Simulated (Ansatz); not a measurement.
System: C2H9N2Si (charge 0, doublet). It need not be the lowest isomer of its formula. SMILES: N[Si](C)([NH])C
Coordinates optimised at B3LYP-D3(BJ)/def2-TZVP (Ansatz, an electronic-structure program):
```xyz
14

C     -1.4690    -0.4892    -1.0046
Si    -0.0090     0.0051     0.0629
C      1.6415    -0.3084    -0.7705
N      0.0108    -0.9390     1.5518
N     -0.1492     1.6944     0.3631
H     -1.4228    -1.5475    -1.2686
H     -2.4156    -0.3180    -0.4869
H     -1.4806     0.0931    -1.9282
H      1.7841    -1.3672    -0.9941
H      2.4695     0.0132    -0.1357
H      1.6938     0.2524    -1.7062
H     -0.0950    -1.9458     1.3991
H     -1.0502     2.0767     0.6079
H      0.5773     2.1688     0.8785
```
Charge 0, spin multiplicity 2.

Parts of the frozen-core correlation energy in 6-31G* (Ansatz, hartree). Frozen orbitals: 9; correlated occupied orbitals by spin: 16 and 15; virtual: 72 and 73. Open shells are spin-unrestricted. Spin-orbit coupling is left out. No relativistic terms.

| term | value |
|---|---|
| reference (HF) | -478.81352 |
| MP2 opposite-spin | ___ |
| MP2 same-spin | ___ |
| CCSD correlation | ___ |
| (T) | -0.01687 |
| T1 diagnostic | 0.012 |
| largest doubles amplitude | 0.018 |
| <S^2> of the reference | 0.758 |

**Question.** Complete the blanks.

**Answer.** 
- MP2 opposite-spin, value: -0.48463
- MP2 same-spin, value: -0.15198
- CCSD correlation, value: -0.69981
